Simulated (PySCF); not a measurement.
C2H2BrN3.
Structure used (PBE0-D3(BJ)/def2-SVP), in Å, numbered top down from 1:
```xyz
8
C2H2BrN3 angstrom
Br     2.050   -0.190   -1.824
C      0.692   -0.187   -0.562
N      0.334   -1.171    0.220
C     -0.693   -0.628    0.922
N     -0.979    0.622    0.614
N     -0.083    0.894   -0.339
H     -1.248   -1.174    1.684
H     -0.045    1.803   -0.785
```

Method: MP2 and CCSD/aug-cc-pVDZ in PySCF, restricted Hartree–Fock reference, frozen core, non-relativistic, gas phase, PBE0-D3(BJ)/def2-SVP geometry.

E(HF) = -2812.63894 Eh.

(1) How large is the problem?

(2) What are the MP2 and CCSD correlation energies?

(3) What is the T1 diagnostic?

(4) How does correlation change the dipole moment?

Results:

(1) 169 basis functions and 70 electrons; 14 orbitals frozen, which leaves o = 21 correlated occupied and v = 134 virtual orbitals. That is o·v = 2814 singles and o·v(o·v + 1)/2 = 3960705 distinct closed-shell doubles amplitudes before symmetry; the costliest CCSD step grows as o²v⁴ = 1.4 × 10^11.

(2) MP2 -0.9192 Eh and CCSD -0.9329 Eh, which gives totals of -2813.55811 and -2813.57179 Eh. That is 0.604 eV for each correlated electron at CCSD (2449 kJ/mol in all, 0.033 % of the total energy); MP2 gives 98.5 % of the CCSD value.

(3) 0.0121, below the customary warning level of 0.02. It is the norm of the spatial-orbital singles amplitudes over the root of the number of correlated electrons, so the norm is 0.078.

(4) HF gives 2.07 D and CCSD (unrelaxed density) 2.13 D, a change of +0.06 D.

Connected triples and the basis-set limit are missing.

The job also held the EOM ionisation roots. On an Intel Xeon Platinum 8488C with one thread (shared host), this took 6.9 min wall and 3.0 GiB of memory at its peak.
